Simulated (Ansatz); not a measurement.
C$_{2}$H$_{9}$FGaP, SMILES `[CH3][Ga-]([CH3])([F])[PH3+]`, one more setting.

```yaml
crystal:
  periodic: [false, false, false]
  atoms:
    - {symbol: C, position_ang: [-1.773054, 1.099916, -0.081473]}
    - {symbol: Ga, position_ang: [0.253271, 0.507403, 0.088036]}
    - {symbol: C, position_ang: [0.978327, 0.215273, 1.848197]}
    - {symbol: F, position_ang: [1.327235, 1.418204, -0.982912]}
    - {symbol: P, position_ang: [0.546327, -1.639169, -1.315172]}
    - {symbol: H, position_ang: [-1.768941, 1.981824, -0.055558]}
    - {symbol: H, position_ang: [-1.916078, 1.279366, -1.363348]}
    - {symbol: H, position_ang: [-2.523812, 0.542821, 0.323956]}
    - {symbol: H, position_ang: [2.080771, -0.197439, 1.466116]}
    - {symbol: H, position_ang: [0.612607, -0.521534, 2.243543]}
    - {symbol: H, position_ang: [1.014122, 1.099037, 2.161061]}
    - {symbol: H, position_ang: [0.999979, -2.519834, -0.618189]}
    - {symbol: H, position_ang: [1.468411, -1.575912, -2.151894]}
    - {symbol: H, position_ang: [-0.616470, -2.218018, -1.585957]}
basis:
  gaussian: {orbitals: cc-pVTZ}
hamiltonian: {xc: {name: wB97X}}
output: {forces: true}
```

```sh
$ ansatz run in.yaml --threads 4 --pin off --events-out ev --progress --plain --max-ram 11315MiB
```

Output, abridged:

```
Functional definition: wB97X
1664 factors; their error is unknown
420 factors; integrals over basis functions are off by at most 8.5e-6 eV
mean field evaluation 1: about -66593.8681 eV, gradient 7.0e1 eV
mean field evaluation 2: about -66596.1897 eV, gradient 6.7e1 eV
mean field evaluation 4: about -66603.6731 eV, gradient 2.9e0 eV
mean field evaluation 8: about -66603.6955 eV, gradient 5.7e-2 eV
mean field evaluation 16: about -66603.8484 eV, gradient 1.4e-4 eV
mean field -66603.84843525 eV, -2447.6462842853 hartree, gradient 2.8e-5 eV, S^2 0.000000; 0 other end points of the search recorded, 0 dependent functions left out
reference -66603.84839272 eV, -2447.6462827226 hartree; 38, 38 occupied and 255, 255 virtual orbitals, 1664 factors
Total energy: -66603.84839272 eV, -2447.6462827226 hartree
Atom 0 at    -1.773054     1.099916    -0.081473 Å, force     3.788333   -10.662178    -6.799612 eV/Å
Atom 1 at     0.253271     0.507403     0.088036 Å, force    -2.687337     0.272367    -0.256685 eV/Å
Atom 2 at     0.978327     0.215273     1.848197 Å, force     7.128263    -1.272298    -9.385131 eV/Å
Atom 3 at     1.327235     1.418204    -0.982912 Å, force     0.392148     0.359626    -0.455527 eV/Å
Atom 4 at     0.546327    -1.639169    -1.315172 Å, force    -4.400295     6.167080     1.823440 eV/Å
Atom 5 at    -1.768941     1.981824    -0.055558 Å, force    -0.314522    13.201922     2.367373 eV/Å
Atom 6 at    -1.916078     1.279366    -1.363348 Å, force     0.064720    -1.688537     3.091785 eV/Å
Atom 7 at    -2.523812     0.542821     0.323956 Å, force    -2.043414    -1.182235     1.032102 eV/Å
Atom 8 at     2.080771    -0.197439     1.466116 Å, force    -2.370796     1.430046     1.402050 eV/Å
Atom 9 at     0.612607    -0.521534     2.243543 Å, force    -4.351467    -7.328621     5.211689 eV/Å
Atom 10 at     1.014122     1.099037     2.161061 Å, force     0.475394     6.923345     3.688828 eV/Å
Atom 11 at     0.999979    -2.519834    -0.618189 Å, force     2.728945    -5.205448     4.244374 eV/Å
Atom 12 at     1.468411    -1.575912    -2.151894 Å, force     3.153666    -0.014318    -4.395038 eV/Å
Atom 13 at    -0.616470    -2.218018    -1.585957 Å, force    -1.563637    -1.000750    -1.569646 eV/Å
Dipole moment:    -0.079109    -1.073549    -0.246150 e Å
```

Run time 15 s (4 threads of an Intel Xeon Platinum 8259CL on a shared host); peak host memory 1.3 GiB.
